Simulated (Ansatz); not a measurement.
System: dibromo(difluoro)germane, sum formula GeBr$_{2}$F$_{2}$, charge 0, multiplicity 1. 
Structure (B3LYP-D3(BJ)/def2-TZVP (Ansatz, a quantum-chemistry and plane-wave program) minimum search):
```xyz
5

F     -0.4292    -1.6167    -1.2833
Ge    -0.0696    -0.5553     0.0225
F      0.0303    -1.5652     1.4121
Br    -1.7864     0.9100     0.2872
Br     1.9526     0.4159    -0.3408
```

Parts of the frozen-core correlation energy in aug-cc-pVQZ (Ansatz, hartree). Frozen orbitals: 44; correlated occupied orbitals by spin: 16 and 16; virtual: 379 and 379. Spin-orbit coupling is left out. Non-relativistic.

```
term                             value
-------------------------  -----------
reference (HF)             -7419.49252
MP2 opposite-spin                  [?]
MP2 same-spin                      [?]
CCSD correlation              -1.05107
(T)                                [?]
T1 diagnostic                    0.012
largest doubles amplitude        0.021
```

Problem. What belongs in the gaps?

Solution. 
- MP2 opposite-spin, value: -0.77758
- MP2 same-spin, value: -0.25743
- (T), value: -0.04236
